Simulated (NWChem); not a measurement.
Species: AlPH4; SMILES [AlH2][PH2]

Program: NWChem. The geometry was optimised at PBE0/def2-SVP. B3LYP is NWChem's, with the RPA form of VWN correlation. Ions are spin-unrestricted doublets at the neutral geometry; other ion states weren't tried.

```csv
level,"vertical ionisation energy, ΔSCF (eV)",−ε(HOMO) (eV),ΔSCF minus −ε(HOMO) (eV)
B3LYP/def2-SVP,9.40,6.95,2.45
PBE/def2-SVP,(withheld),(withheld),(withheld)
M06-2X/def2-SVP,9.43,8.14,1.29
r2SCAN/def2-SVP,9.37,6.40,2.97
PBE0/def2-SVP,9.40,7.21,2.19
```

Problem. Fill in the missing entries.

Solution. 
- PBE/def2-SVP, vertical ionisation energy, ΔSCF (eV): 9.30
- PBE/def2-SVP, −ε(HOMO) (eV): 6.14
- PBE/def2-SVP, ΔSCF minus −ε(HOMO) (eV): 3.16
